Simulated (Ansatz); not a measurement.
CCSD(T) forces

CHBF2 (SMILES FB=CF), singlet, displaced at random from a GFN2-xTB minimum.

```json
{"atom": "F1", "x (Å)": "-0.3871", "y (Å)": "-1.0154", "z (Å)": "1.9537"}
{"atom": "B2", "x (Å)": "-0.2020", "y (Å)": "-0.2934", "z (Å)": "0.6922"}
{"atom": "C3", "x (Å)": "0.1306", "y (Å)": "0.3389", "z (Å)": "-0.3591"}
{"atom": "F4", "x (Å)": "-0.7024", "y (Å)": "0.6871", "z (Å)": "-1.4074"}
{"atom": "H5", "x (Å)": "1.1384", "y (Å)": "0.5647", "z (Å)": "-0.6228"}
```

Program: Ansatz 0.2.0. Basis: def2-TZVPP. Cores are frozen in the correlated methods. B3LYP uses VWN-RPA correlation.

CCSD(T) forces from the calculation:
| atom | Fx | Fy | Fz (eV/Å) |
| --- | --- | --- | --- |
| F1 | 0.570 | 2.697 | -4.652 |
| B2 | -2.562 | -6.821 | 11.770 |
| C3 | 1.176 | 4.053 | -7.873 |
| F4 | 0.053 | -0.051 | 0.480 |
| H5 | 0.763 | 0.123 | 0.274 |

Which atom feels the largest CCSD(T) force, and how large is it?

B2, 13.84 eV/Å, along (-0.19, -0.49, 0.85).

Root-mean-square difference of the force components from those of CCSD(T): PBE0-D4 0.218; wB97M-V 0.262; r2SCAN-D4 0.214; PBE-D4 0.301; B3LYP-D4 0.302; r2SCANh-D4 0.206 eV/Å.

No T1 diagnostic of these runs exceeds 0.015. These are differences at one structure, and CCSD(T) in triple zeta is itself an approximation.

For scale, one of the runs: CCSD(T)/def2-TZVPP forces, 138 basis functions (an equivalent command: `ansatz run in.yaml --threads 4`). The run took 40 s on 4 CPU threads (shared host), with 1.5 GiB of host memory at its peak.
